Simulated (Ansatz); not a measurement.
A run for Ansatz (a program for electronic structure): R-r2SCAN/def2-TZVPP on FHPb (SMILES [F][PbH]), atoms moved off the minimum. Elements past Kr take the def2 small-core potentials; no spin–orbit coupling.

Ansatz 0.2 input:
```yaml
crystal:
  periodic: [false, false, false]
  atoms:
    - {symbol: Pb, position_ang: [-0.07988330, -0.13425775, 0.23031385]}
    - {symbol: H, position_ang: [-1.10040307, -1.07810127, -1.04677003]}
    - {symbol: F, position_ang: [0.70614223, 1.24337727, -1.31139248]}
basis:
  gaussian:
    orbitals: def2-TZVPP
hamiltonian:
  xc: {name: r2SCAN}
scf: {lower_state_search: off}
output: {forces: true}
```

The log:

```
WARN ansatz: RAYON_NUM_THREADS=1 ignored (pool sized by the plan → 1); use --threads N
Functional definition: r2SCAN
these checks for a lower state are left out or cut short: stability, starts, cluster_reference, orbital_swaps, neighbouring_geometries, increment
integrals: 0.02 GiB planned
597 factors; their error is unknown
mean field: 0.20 GiB planned
mean field evaluation 1: about -7979.9485 eV, gradient 4.8e1 eV
mean field evaluation 2: about -7805.1414 eV, gradient 2.5e2 eV
mean field evaluation 4: about -7983.8524 eV, gradient 1.4e1 eV
mean field evaluation 8: about -7984.2532 eV, gradient 1.7e-1 eV
mean field evaluation 16: about -7984.2481 eV, gradient 5.7e-4 eV
mean field -7984.24814383 eV, -293.4157073678 hartree, gradient 2.0e-6 eV, S^2 0.000000; 0 other end points of the search recorded, 0 dependent functions left out
the calculation of the forces begins
reference -7984.24815639 eV, -293.4157078294 hartree; 16, 16 occupied and 79, 79 virtual orbitals, 597 factors
Total energy: -7984.24815639 eV, -293.4157078294 hartree
Atom 0 at    -0.079883    -0.134258     0.230314 Å, force     0.512204     1.044529    -1.574426 eV/Å
Atom 1 at    -1.100403    -1.078101    -1.046770 Å, force     0.148882     0.127442     0.226107 eV/Å
Atom 2 at     0.706142     1.243377    -1.311392 Å, force    -0.661086    -1.171971     1.348319 eV/Å
Dipole moment:    -0.201167    -0.459882     0.811038 e Å
Checks for a lower state left out: stability, starts, cluster_reference, orbital_swaps, neighbouring_geometries, increment
```

The calculation finished and met its thresholds.

Cost: roughly 3 core-seconds.
